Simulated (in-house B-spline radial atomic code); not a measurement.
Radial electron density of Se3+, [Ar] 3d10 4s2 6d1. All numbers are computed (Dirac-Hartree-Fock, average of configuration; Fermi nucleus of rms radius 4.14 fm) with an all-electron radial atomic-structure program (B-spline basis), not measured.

Columns: r (bohr), 4πr²n(r) (electrons per bohr), bar.

```
 0.00187    1.269 #
 0.00236    1.926 ##
 0.00297    2.885 ###
 0.00375    4.299 ####
 0.00473    6.306 ######
 0.00596    9.079 ########
 0.00751    12.79 ############
 0.00947    17.55 ################
  0.0119    23.19 #####################
   0.015    29.48 ###########################
   0.019    35.67 ################################
  0.0239    40.26 ####################################
  0.0301    42.24 ######################################
   0.038    40.96 #####################################
  0.0479    37.42 ##################################
  0.0603     34.5 ###############################
  0.0761    35.54 ################################
  0.0959    41.41 #####################################
   0.121    48.15 ###########################################
   0.152    48.92 ############################################
   0.192    40.85 #####################################
   0.242     30.1 ###########################
   0.305    26.17 ########################
   0.385    30.22 ###########################
   0.485    33.03 ##############################
   0.611    27.61 #########################
    0.77    17.01 ###############
   0.971    8.218 #######
    1.22    3.926 ####
    1.54    2.215 ##
    1.94    1.194 #
    2.45   0.4227 
    3.09  0.08421 
     3.9  0.07033 
    4.91  0.06969 
    6.19 0.0002882 
     7.8  0.09661 
    9.83    0.175 
    12.4  0.07017 
    15.6 0.007611 
    19.7 0.0001787 
    24.8 7.58e-07 
    31.3 2.971e-10
```

On this grid the curve has 4 maxima, near 0.0301, 0.152, 0.485, 9.83 bohr.

The 4s1/2 radial function P(r) = rR(r), positive near the nucleus, with its small component Q(r) (sign convention: Q ≈ (P' + κP/r)/2c):

| r (bohr) | P | Q |
| --- | --- | --- |
| 0.000588 | 0.01099 | -0.001382 |
| 0.000935 | 0.01702 | -0.002156 |
| 0.00149 | 0.02621 | -0.003344 |
| 0.00236 | 0.03969 | -0.005108 |
| 0.00375 | 0.05915 | -0.007717 |
| 0.00596 | 0.08551 | -0.01141 |
| 0.00947 | 0.1174 | -0.01629 |
| 0.015 | 0.1473 | -0.02193 |
| 0.0239 | 0.1564 | -0.02696 |
| 0.038 | 0.1096 | -0.02812 |
| 0.0603 | -0.02371 | -0.02123 |
| 0.0959 | -0.207 | -0.005056 |
| 0.152 | -0.2526 | 0.0117 |
| 0.242 | 0.04265 | 0.01362 |
| 0.385 | 0.4184 | -0.0005191 |
| 0.611 | 0.1926 | -0.009075 |
| 0.971 | -0.5703 | -0.003661 |
| 1.54 | -0.8954 | 0.002822 |
| 2.45 | -0.4467 | 0.002489 |
| 3.9 | -0.06065 | 0.0004014 |
| 6.19 | -0.001239 | 8.844e-06 |
